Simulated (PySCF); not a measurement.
## Radial density of Cr(2+) (chromium, charge +2)

BLYP, [Ar] 3d3 4p1, one real determinant (an excited configuration). Computed with PySCF 2.14 in x2c-QZVPPall (11s7p5d3f2g, 96 functions), with scalar relativity by spin-free X2C-1e.

```
r (bohr)  4πr²ρ (e/bohr)  4πr²(ρα − ρβ)
0.000841          0.1122         0.0000
 0.00142          0.2915         0.0000
 0.00238          0.7442         0.0000
 0.00400           1.847        -0.0001
 0.00673           4.371        -0.0002
  0.0113           9.514        -0.0005
  0.0191           17.97        -0.0007
  0.0320           26.77         0.0000
  0.0539           27.82         0.0052
  0.0907           22.13         0.0240
   0.153           27.83         0.0872
   0.257           28.29         0.3781
   0.432           11.24         1.4508
   0.726           12.99         2.7177
    1.22           6.795         1.8106
    2.05           1.053         0.7552
    3.45          0.3265         0.3247
    5.81         0.01738         0.0174
    9.77       3.344e-05         0.0000
```

Densities and radii are taken from the X2C orbitals without a picture-change correction, which distorts them close to the nucleus.

⟨L²⟩ = 14.00 against 20 for a pure G term, so this real determinant mixes terms.
